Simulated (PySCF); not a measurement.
BClH, multiplicity 2. Atoms are numbered in the order given.

```xyz
3

B     -0.2035    -1.2186     0.0000
Cl     0.0189     0.4763     0.0000
H      0.6955    -2.0035     0.0000
```
Charge 0, spin multiplicity 2.

The structure is a stationary point at PBE0-D3(BJ)/def2-TZVPD. The isomer is the one that the SMILES or the coordinates give; other isomers of the formula were not compared.

The numbers are results of PBE0-D3(BJ)/def2-TZVPD in PySCF, not measurements.

Frequencies are harmonic and unscaled.

Computed harmonic wavenumbers and intensities:
```
mode  ν (cm⁻¹)  IR (km/mol)  moving atoms (share of kinetic energy)
----  --------  -----------  --------------------------------------
1          843         26.4                 H 67 %, B 21 %, Cl 12 %
2          907         90.1                 B 64 %, H 21 %, Cl 14 %
3         2641         80.2                           H 91 %, B 9 %
```
